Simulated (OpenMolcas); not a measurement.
**Sn IV: CASPT2 settings compared**

| Item | Value |
| --- | --- |
| Program | OpenMolcas |
| Basis | ANO-RCC-VDZ [6s5p2d] |
| Scalar Hamiltonian | X2C, point nucleus |
| Active space | 1 electron in 4 orbitals (5s 5p) |
| State averaging | 2S+1 = 2 even, 1 root; 2S+1 = 2 odd, 3 roots |
| Spin-orbit coupling | RASSI with atomic mean-field integrals over the reference wave functions, term energies averaged over their components |

Methods on the same reference wave functions:
A. CASSCF
B. SS-CASPT2, IPEA 0.75 Eh, imaginary shift 0.05 Eh (closed shells correlated: 4d)
C. SS-CASPT2, IPEA 0 Eh, no level shift (closed shells correlated: 4s 4p 4d)
D. XMS-CASPT2, IPEA 0.1 Eh, real shift 0.3 Eh (closed shells correlated: 4d)

Energies in eV above 5s 2S 1/2, the measured ground level; measured values from Moore, Atomic Energy Levels, vol. III, NSRDS-NBS 35 (1971 reprint of NBS Circular 467, 1958).

```
     Level       A       B       C       D  Measured
 5s 2S 1/2  0.0000  0.0000  0.0000  0.0000    0.0000
5p 2P* 1/2  8.4373   8.465   8.477   8.459    8.6248
5p 2P* 3/2  9.2169   9.245   9.257   9.239    9.4318
```

Deviations, from unrounded energies. A percentage is the sum of absolute deviations over the sum of measured energies, with the sign that they share, or ± where signs differ.

| Against measurement | Levels | A | B | C | D |
| --- | --- | --- | --- | --- | --- |
| mean absolute deviation (cm-1) | 2 | 1600 | 1400 | 1300 | 1400 |
| other configurations (%) | 2 | -2.2 | -1.9 | -1.8 | -2.0 |

C lies closest to measurement on these levels and A furthest from it. The largest miss of C in the table is 5p 2P* 3/2, by -1400 cm-1. The ranking rests on the paired levels alone, and a cruder setting can come out closer through cancelling errors.

Among B to D the level of the table that moves most is 5p 2P* 1/2, by 140 cm-1 (lowest in D, highest in C).

The lowest spin-free term lies below A's lowest term by 0.005 hartree in B, 0.011 hartree in C, 0.005 hartree in D.

The basis is small and was not contracted for so high a charge. With one active electron the reference holds no correlation, so core polarisation is missing (holds for A). With one active electron, CASPT2 adds the correlation within the correlated inactive shells and between them and that electron, and leaves the splitting within a term as the reference gives it (holds for B; C; D). Computed and measured levels are paired by configuration, term and J; levels that our copy of the source lacks, or whose pairing is in doubt (as where it misses far off the trend of its configuration), stay unpaired and out of the deviations. Levels of configurations outside the active space are missing.

* marks odd parity.
